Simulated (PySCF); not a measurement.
1,2-dichlorocyclobutene (C4H4Cl2), SMILES ClC1=C(Cl)CC1.

Coordinates come from a B3LYP-D3(BJ)/def2-SVP optimisation.

These are TDDFT-PBE0/def2-SVPD (PySCF) values and carry that method's errors.

Vertical excitations. Gas-phase values at a fixed geometry. State labels are in the subgroup C2v.

```csv
state,symmetry,energy (eV),λ (nm),f,main pairs
S1,B2,6.18,201,0.000,HOMO→LUMO+1 96 %
S2,B1,6.35,195,0.310,HOMO→LUMO 96 %
S3,B2,6.63,187,0.020,HOMO→LUMO+2 97 %
S4,A2,6.93,179,0.000,HOMO→LUMO+3 87 %
S5,A2,7.10,175,0.000,HOMO−1→LUMO 99 %
S6,A2,7.30,170,0.000,HOMO→LUMO+4 87 %
S7,B2,7.41,167,0.000,"HOMO−2→LUMO 85 %, HOMO→LUMO+5 14 %"
S8,B2,7.53,165,0.001,"HOMO→LUMO+5 83 %, HOMO−2→LUMO 14 %"
S9,A1,7.79,159,0.005,HOMO→LUMO+6 98 %
S10,A1,8.07,154,0.011,HOMO−1→LUMO+1 88 %
T1,B1,3.94,315,0,HOMO→LUMO 95 %
T2,B2,5.70,217,0,HOMO→LUMO+1 91 %
T3,A2,6.48,191,0,"HOMO→LUMO+3 60 %, HOMO→LUMO+4 25 %"
T4,B2,6.53,190,0,HOMO→LUMO+2 96 %
```
Triplets are in the Tamm–Dancoff approximation, which puts them higher than full response would, so one can lie above its singlet here.
